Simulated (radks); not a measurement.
Ionisation ladder of dysprosium, from Dy XLV to Dy LXVI. Each ion is in the ground configuration listed by NIST, and IE = E(next ion) - E(this ion), with E = 0 for the bare nucleus. All-electron calculation, scalar-relativistic Kohn-Sham, PBE, spin-unpolarised, spherical densities, point nucleus. Program: a radial shooting solver on a logarithmic mesh with Libxc functionals.

species,configuration,E (hartree),"IE, Delta-SCF (eV)",-e(HOMO) (eV),HOMO,"IE, NIST (eV)",kind,error (eV)
Dy XLV,[Ar] 3d4,-10571.0146,3584.1,3526.3,3d,3607,theory,-22.9
Dy XLVI,[Ar] 3d3,-10439.3028,3703.2,3644.8,3d,3725,theory,-21.8
Dy XLVII,[Ar] 3d2,-10303.2146,3823.6,3764.6,3d,3852,theory,-28.4
Dy XLVIII,[Ar] 3d1,-10162.7007,3945.3,3885.6,3d,3970,theory,-24.7
Dy XLIX,[Ar],-10017.7137,4370.9,4318.6,3p,4303,theory,+67.9
Dy L,[Ne] 3s2 3p5,-9857.0872,4479.9,4427.4,3p,4407,theory,+72.9
Dy LI,[Ne] 3s2 3p4,-9692.4522,4589.5,4536.6,3p,4523,theory,+66.5
Dy LII,[Ne] 3s2 3p3,-9523.7904,4699.5,4646.3,3p,4629,theory,+70.5
Dy LIII,[Ne] 3s2 3p2,-9351.0880,4809.6,4756.3,3p,4945,theory,-135.4
Dy LIV,[Ne] 3s2 3p1,-9174.3376,4919.7,4866.4,3p,5066,theory,-146.3
Dy LV,[Ne] 3s2,-8993.5409,5317.9,5266.4,3s,5296,theory,+21.9
Dy LVI,[Ne] 3s1,-8798.1116,5423.9,5371.9,3s,5412,theory,+11.9
Dy LVII,[Ne],-8598.7879,12348.1,12202.7,2p,12081,theory,+267.1
Dy LVIII,[He] 2s2 2p5,-8145.0030,12650.4,12503.6,2p,12370,theory,+280.4
Dy LIX,[He] 2s2 2p4,-7680.1107,12954.5,12806.6,2p,12690,theory,+264.5
Dy LX,[He] 2s2 2p3,-7204.0421,13260.1,13111.2,2p,12986,theory,+274.1
Dy LXI,[He] 2s2 2p2,-6716.7431,13566.6,13417.1,2p,14144,theory,-577.4
Dy LXII,[He] 2s2 2p1,-6218.1804,13873.1,13723.4,2p,14495,theory,-621.9
Dy LXIII,[He] 2s2,-5708.3529,14989.5,14861.6,2s,14936,theory,+53.5
Dy LXIV,[He] 2s1,-5157.5005,15244.0,15120.2,2s,15228.1,theory,+16.0
Dy LXV,[He],-4597.2928,62036,61487,1s,61736.6,theory,+299.8
Dy LXVI,1s1,-2317.4979,63062,62577,1s,63073.2,theory,-10.9

Reference values: NIST Atomic Spectra Database (exp. = measured, semi-emp. = semi-empirical, theory = theoretical value adopted there). The ionisation energy per charge of the ion left behind rises most, in proportion, at Dy LXV ([He]), from 238.19 to 954.41 eV. Spin polarisation and multiplet splitting are left out, so open shells lie too high by an amount that depends on their filling. Spin-orbit splitting is averaged out at the scalar-relativistic level. Nuclear size, the Breit interaction and QED, all absent here, shift the 1s and 2s values of heavy ions.

Beside tabulated values, note that spin-unpolarised runs miss the spin-polarisation part of the exchange energy of open shells.
